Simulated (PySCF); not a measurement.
# How methods differ on the ionisation energy of V

V [Ar] 3d3 4s2 (4F) → V⁺ [Ar] 3d4 (5D), as a difference of total energies. All numbers are calculated (PySCF 2.14, scalar relativity by spin-free X2C-1e, in cc-pVDZ-DK (6s5p3d1f, 43 functions)). Correlated levels: valence: [Ar] frozen. The calculations carry no spin-orbit coupling.

| method | ionisation energy (eV) | error (eV) |
| --- | --- | --- |
| UHF | 6.159 | -0.573 |
| BP86 | 6.595 | -0.137 |
| PBE | 6.361 | -0.371 |
| MP2 (valence) | 6.483 | -0.249 |
| SCS-MP2 (valence) | 6.950 | +0.218 |

Reference: 6.732 eV (measured; NIST levels, between the centres of gravity of the two terms).

Errors of the correlated levels include the incompleteness of this basis and the frozen core.
